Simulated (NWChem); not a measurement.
System: C₂H₄BNO₂; SMILES OB1C=NCO1

Output (shortened):

```
             Northwest Computational Chemistry Package (NWChem) 7.3.0
             --------------------------------------------------------

                             Geometry "geometry" -> ""
                             -------------------------

 Output coordinates in angstroms (scale by  1.889725989 to convert to a.u.)

  No.       Tag          Charge          X              Y              Z
 ---- ---------------- ---------- -------------- -------------- --------------
    1 O                    8.0000     0.17424600    -2.13748500     0.00000000
    2 B                    5.0000     0.09087400    -0.78026100     0.00000000
    3 C                    6.0000     1.23127500     0.30768000     0.00000000
    4 N                    7.0000     0.69085800     1.48840800     0.00000000
    5 C                    6.0000    -0.74115000     1.32079800     0.00000000
    6 O                    8.0000    -1.09422700    -0.06800000     0.00000000
    7 H                    1.0000    -0.70659100    -2.55585800     0.00000000
    8 H                    1.0000     2.33376300     0.22270600     0.00000000
    9 H                    1.0000    -1.17704700     1.81296800    -0.89850100
   10 H                    1.0000    -1.17704700     1.81296800     0.89850100

 Effective nuclear repulsion energy (a.u.)     216.0184271768

                                 NWChem DFT Module
                                 -----------------

 Summary of "ao basis" -> "ao basis" (spherical)
 ------------------------------------------------------------------------------
       Tag                 Description            Shells   Functions and Types
 ---------------- ------------------------------  ------  ---------------------
 O                          def2-svp                 6       14   3s2p1d
 B                          def2-svp                 6       14   3s2p1d
 C                          def2-svp                 6       14   3s2p1d
 N                          def2-svp                 6       14   3s2p1d
 H                          def2-svp                 3        5   2s1p

            General Information
            -------------------
          SCF calculation type: DFT
          Wavefunction type:  closed shell.
          No. of atoms     :    10
          No. of electrons :    44
           Alpha electrons :    22
            Beta electrons :    22
          Charge           :     0
          Spin multiplicity:     1
          Use of symmetry is: off; symmetry adaption is: off
          Maximum number of iterations: 150
          AO basis - number of functions:   104
                     number of shells:    48
          Convergence on energy requested:  1.00D-06
          Convergence on density requested:  1.00D-05
          Convergence on gradient requested:  5.00D-04

              XC Information
              --------------
                         B3LYP Method XC Potential
                     Hartree-Fock (Exact) Exchange  0.200
                        Slater Exchange Functional  0.800 local
                    Becke 1988 Exchange Functional  0.720 non-local
              Lee-Yang-Parr Correlation Functional  0.810
                  VWN I RPA Correlation Functional  0.190 local

             Grid Information
             ----------------
          Grid used for XC integration:  medium
          Radial quadrature: Mura-Knowles
          Angular quadrature: Lebedev.
          Tag              B.-S. Rad. Rad. Pts. Rad. Cut. Ang. Pts.
          ---              ---------- --------- --------- ---------
          O                   0.60       49          11.0       434
          B                   0.85       49           9.0       434
          C                   0.70       49          11.0       434
          N                   0.65       49          11.0       434
          H                   0.35       45          11.0       434
          Grid pruning is: on
          Number of quadrature shells:   474
          Spatial weights used:  Erf1

      Superposition of Atomic Density Guess
      -------------------------------------

 Sum of atomic energies:        -305.37722109

      Non-variational initial energy
      ------------------------------

 Total energy =    -308.487298
 1-e energy   =    -843.720868
 2-e energy   =     319.215142
 HOMO         =      -0.318135
 LUMO         =      -0.056586

     ---------------------------------------------
      Total Density - Mulliken Population Analysis
     ---------------------------------------------

    Atom       Charge   Shell Charges
 -----------   ------   -------------------------------------------------------
    1 O    8     8.52   1.99  1.11  0.57  3.06  1.78  0.01
    2 B    5     4.52   1.99  0.82  0.12  1.20  0.21  0.18
    3 C    6     5.92   1.99  0.97  0.29  1.82  0.80  0.04
    4 N    7     7.47   1.99  1.09  0.58  2.32  1.46  0.03
    5 C    6     5.56   1.99  0.93  0.14  1.71  0.73  0.07
    6 O    8     8.59   1.99  1.11  0.64  3.02  1.82  0.01
    7 H    1     0.65   0.52  0.07  0.06
    8 H    1     0.91   0.68  0.22  0.02
    9 H    1     0.92   0.69  0.22  0.02
   10 H    1     0.92   0.69  0.22  0.02

   convergence    iter        energy       DeltaE   RMS-Dens  Diis-err
 ---------------- ----- ----------------- --------- --------- ---------
 d= 0,ls=0.0,diis     1   -308.4160818695 -5.24D+02  1.21D-02  8.93D-01
 d= 0,ls=0.0,diis     2   -308.3918555686  2.42D-02  6.25D-03  1.37D+00
 d= 0,ls=0.0,diis     3   -308.5213062175 -1.29D-01  1.51D-03  5.00D-02
 d= 0,ls=0.0,diis     4   -308.5244269292 -3.12D-03  8.20D-04  1.61D-02
 d= 0,ls=0.0,diis     5   -308.5261950727 -1.77D-03  2.33D-04  1.52D-03
  Resetting Diis
 d= 0,ls=0.0,diis     6   -308.5263540856 -1.59D-04  6.42D-05  1.09D-04
 d= 0,ls=0.0,diis     7   -308.5263656896 -1.16D-05  2.92D-05  4.09D-06
 d= 0,ls=0.0,diis     8   -308.5263650091  6.81D-07  1.80D-05  1.07D-05
 d= 0,ls=0.0,diis     9   -308.5263661267 -1.12D-06  2.49D-06  1.61D-07
 d= 0,ls=0.0,diis    10   -308.5263661429 -1.61D-08  4.68D-07  4.26D-09

         Total DFT energy =     -308.526366142880
      One electron energy =     -848.146733900461
           Coulomb energy =      364.115168873198
    Exchange-Corr. energy =      -40.513228292390
 Nuclear repulsion energy =      216.018427176773

 Numeric. integr. density =       43.999993788279

                       DFT Final Molecular Orbital Analysis
                       ------------------------------------

 Vector   20  Occ=2.000000D+00  E=-3.278155D-01
              MO Center=  7.0D-02,  4.2D-01,  1.0D-10, r^2= 2.5D+00
   Bfn.  Coefficient  Atom+Function         Bfn.  Coefficient  Atom+Function
  ----- ------------  ---------------      ----- ------------  ---------------
    76      0.415751   6 O  pz               48      0.351517   4 N  pz
    79      0.310258   6 O  pz               34     -0.275204   3 C  pz
    51     -0.243231   4 N  pz               37     -0.179525   3 C  pz
     6     -0.153619   1 O  pz                9     -0.115824   1 O  pz
    27      0.025676   2 B  d  1

 Vector   21  Occ=2.000000D+00  E=-3.066908D-01
              MO Center= -1.4D-01,  1.8D-01, -5.6D-11, r^2= 3.7D+00
   Bfn.  Coefficient  Atom+Function         Bfn.  Coefficient  Atom+Function
  ----- ------------  ---------------      ----- ------------  ---------------
     6      0.308082   1 O  pz               76     -0.302419   6 O  pz
    34     -0.258541   3 C  pz                9      0.234167   1 O  pz
    79     -0.218768   6 O  pz               95     -0.217877   9 H  s
   100      0.217877  10 H  s                62      0.215950   5 C  pz
    48      0.213810   4 N  pz               37     -0.184919   3 C  pz

[...]

                     NWChem Electrostatic Potential Fit Module
                     -----------------------------------------

 Atom parameters

 Number of atoms is                                   10
 Number of basis functions is                        104

 Grid parameters

 Maximum number of grid points is                  38785
 Number of grid points is                          38784
 Grid range                                     0.300000 nm
 Grid spacing                                   0.020000 nm
 Probe radius                                   0.070000 nm
 Atom radius factor                             1.000000

 Atomic radii

    1    0.100000
    5    0.158000
    6    0.147000
    7    0.140000
    8    0.136000
 FASTESP  F
  using M.O. file = ./job.movecs

    Atom              Coordinates                           Charge

                                                  ESP

    1 O     0.017425   -0.213749    0.000000   -0.699492
    2 B     0.009087   -0.078026    0.000000    0.609555
    3 C     0.123128    0.030768    0.000000    0.125388
    4 N     0.069086    0.148841    0.000000   -0.557218
    5 C    -0.074115    0.132080    0.000000    0.687787
    6 O    -0.109423   -0.006800    0.000000   -0.582550
    7 H    -0.070659   -0.255586    0.000000    0.454723
    8 H     0.233376    0.022271    0.000000    0.043314
    9 H    -0.117705    0.181297   -0.089850   -0.040686
   10 H    -0.117705    0.181297    0.089850   -0.040821
                                            ------------
                                               -0.000000

 Dipole moment                                  0.602034

 Quadrupole moment Qxx                         -0.217346
                   Qyy                         -0.744995
                   Qzz                          0.962341

 RMS deviation kJ/mol                           0.068682

 RRMS %                                        31.892073
```

Level: B3LYP/def2-SVP. Coordinates come from a PBE-D3(BJ)/def2-SVP optimisation.

Task: Write an input that gives this output.

Result: One answer among several that fit: the input that was run:
```
start job
memory heap 200 mb stack 900 mb global 1100 mb
geometry units angstroms noautosym nocenter noautoz
  O      0.174246    -2.137485     0.000000
  B      0.090874    -0.780261     0.000000
  C      1.231275     0.307680     0.000000
  N      0.690858     1.488408     0.000000
  C     -0.741150     1.320798     0.000000
  O     -1.094227    -0.068000     0.000000
  H     -0.706591    -2.555858     0.000000
  H      2.333763     0.222706     0.000000
  H     -1.177047     1.812968    -0.898501
  H     -1.177047     1.812968     0.898501
end
basis spherical
  * library def2-svp
end
dft
  xc b3lyp
  iterations 150
  mulliken
end
task dft energy
esp
  recalculate
  probe 0.07
  range 0.3
  factor 1.0
  spacing 0.02
end
task esp
```
